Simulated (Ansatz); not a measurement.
One change: `BC1=CC1` becomes `SC1=CC1`.

Ansatz, PBE0-D4/def2-TZVP geometries, multiplicity 1. Each molecule was computed in one conformer, which needn't be the lowest.

| property | `BC1=CC1` |
| --- | --- |
| size of the dipole moment (ωB97M-V/def2-TZVPP) / D | 2.24 |
| HOMO–LUMO gap (PBE0/def2-TZVPP) / eV | 7.77 |
| HOMO–LUMO gap (ωB97M-V/def2-TZVPP) / eV | 12.12 |
| HOMO–LUMO gap (B3LYP/def2-TZVPP) / eV | 7.31 |
| HOMO energy (PBE/def2-TZVPP) / eV | -6.65 |
| ideal-gas entropy at 298 K and 1 bar (rigid rotor, harmonic PBE0-D4/def2-TZVP) / J/(mol·K) | 274 |

(1) Give the same properties after the change, and the shifts. (Estimate.)

Results:

(1) Ansatz gave: 
| property | `SC1=CC1` | shift |
| --- | --- | --- |
| size of the dipole moment (ωB97M-V/def2-TZVPP) / D | 0.50 | -1.74 |
| HOMO–LUMO gap (PBE0/def2-TZVPP) / eV | 6.65 | -1.12 |
| HOMO–LUMO gap (ωB97M-V/def2-TZVPP) / eV | 10.74 | -1.38 |
| HOMO–LUMO gap (B3LYP/def2-TZVPP) / eV | 6.21 | -1.10 |
| HOMO energy (PBE/def2-TZVPP) / eV | -5.36 | 1.29 |
| ideal-gas entropy at 298 K and 1 bar (rigid rotor, harmonic PBE0-D4/def2-TZVP) / J/(mol·K) | 292 | 18 |

With PBE0 the HOMO rises by 1.39 eV and the LUMO rises by 0.27 eV, so the gap narrows by about 1.12 eV. PBE moves the HOMO by 1.29 eV and ωB97M-V by 1.52 eV. The zero-point energy changes by -30.9 kJ/mol with -3 modes. Dipoles are sizes alone; their direction can turn.

B3LYP here is the variant with VWN-RPA as its local correlation; programs differ in this.
